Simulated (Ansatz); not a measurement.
Ge2H6O2, SMILES `[OH][GeH2][GeH2][OH]` at its PBE0-D4/def2-TZVP geometry, where that method's forces vanish. Charge 0, multiplicity 1.

```xyz
10

O    -2.2776    0.8641    0.4675
Ge   -0.5750    1.0982   -0.0345
Ge    0.7077   -0.9350    0.4037
O     2.2944   -0.8435   -0.4209
H    -2.7360    0.2195   -0.0758
H    -0.1070    2.2992    0.7980
H    -0.5259    1.4477   -1.5411
H     1.0713   -1.1127    1.8839
H    -0.0655   -2.1755   -0.1037
H     2.2137   -0.8621   -1.3770
```

**Question.** What forces (eV/Å) does PBE-D4/def2-TZVPP give on these atoms in Ansatz 0.2.0? (An estimate is asked.)

**Answer.** Computed: 
```
O1  -0.328  0.284  0.459
Ge2  0.367 -0.030 -0.120
Ge3 -0.367  0.029  0.118
O4   0.581  0.028  0.245
H5  -0.203 -0.320 -0.273
H6   0.033  0.145  0.096
H7   0.023  0.054 -0.182
H8   0.061 -0.030  0.163
H9  -0.105 -0.154 -0.044
H10 -0.062 -0.006 -0.462
```
